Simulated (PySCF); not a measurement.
Computed properties of CCl₃NOSi, SMILES Cl[Si](Cl)(N=C=O)Cl

CCl3NOSi, SMILES O=C=N[Si](Cl)(Cl)Cl. The structure is a stationary point at PBE0-D3(BJ)/def2-SVP. One conformer was computed; it need not be the lowest. All values are computed for the isolated molecule unless a solvent is named; none is compared with measurement here.

**Structure.** The optimised structure has C3v symmetry. All 15 harmonic modes at PBE0-D3(BJ)/def2-SVP (PySCF) are real, so it is a minimum. With heavy atoms numbered as in [O:1]=[C:2]=[N:3][Si:4]([Cl:5])([Cl:6])[Cl:7], the shortest bond between them is O1–C2 at 1.162 Å and the longest Si4–Cl5 at 2.036 Å.

**Vibrations.** The strongest infrared lines (harmonic, unscaled, degenerate partners summed) lie at 2497 cm⁻¹ (1772 km/mol, C 70 %, N 18 %, O 13 %), 644 cm⁻¹ (489 km/mol, Si 65 %, Cl 30 %), 689 cm⁻¹ (265 km/mol, Si 67 %, O 19 %). The softest mode is at 36 cm⁻¹ and the zero-point energy is 12.7 kcal/mol.

**Electronic structure.** M06-2X/def2-TZVP (PySCF) places the frontier levels at -10.74 and 0.62 eV, a gap of 11.36 eV, and gives a dipole moment of 0.52 D and a mean polarisability of 75.7 bohr³. PBE/def2-TZVP (PySCF) at the same geometry gives -7.91 and -1.38 eV, so its gap is 4.83 eV narrower. An orbital gap is neither the optical nor the fundamental gap.

**Excitations.** TDDFT-B3LYP/def2-SVPD (PySCF) has S1 at 7.05 eV (176 nm, f = 0.000, dark); the most intense of the 10 singlets computed lies at 8.07 eV (f = 0.03). Strengths of degenerate partners are summed. T1 (TDA) is at 6.46 eV. TDDFT-PBE/def2-SVPD (PySCF) puts S1 at 6.49 eV. No vertical singlet excitation falls in the visible range (under 3.1 eV).

**NMR.** GIAO shifts at PBE0/pcSseg-1 (PySCF) (non-relativistic, atoms alike by connectivity averaged): ¹³C at 125.5 ppm against TMS; ²⁹Si at -29.4 ppm against TMS. Without spin–orbit terms, shifts of atoms bonded to Cl or Br come out too high.

**Solvation.** SMD-PBE0/def2-SVP (PySCF) gives 3.1 kcal/mol in water, -3.4 kcal/mol in N,N-dimethylformamide, -3.3 kcal/mol in cyclohexanone (1 M in both phases, gas-phase geometry); of these solvents N,N-dimethylformamide holds the molecule best.
